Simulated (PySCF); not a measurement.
Computed IR spectrum (relative IR intensity) of a molecule C3H5FOSi. The structure is a stationary point at PBE-D3(BJ)/def2-SVP. The values are those of a single conformer. All values below come from PBE-D3(BJ)/def2-SVP run with PySCF. Frequencies are harmonic and unscaled.

Lines under 2 % of the strongest are left out, and lines within 2 cm⁻¹ are merged.

| ν (cm⁻¹) | relative intensity |
|---|---|
| 437 | 7.4 |
| 486 | 12 |
| 632 | 28 |
| 678 | 3.8 |
| 829 | 5.7 |
| 876 | 23 |
| 899 | 100 |
| 932 | 8.6 |
| 951 | 33 |
| 958 | 4.5 |
| 1043 | 54 |
| 1138 | 2.9 |
| 1190 | 3.2 |
| 1284 | 3.8 |
| 1594 | 38 |
| 2160 | 52 |
| 2165 | 43 |
| 2998 | 6.9 |
| 3070 | 2.5 |

Question: Which structure fits?
A) FC1=C([SiH3])OC1
B) O=C1CC[Si@H]1F
C) C=C=C(F)[SiH2]O
D) F[SiH2]C1=COC1

Answer: D, F[SiH2]C1=COC1
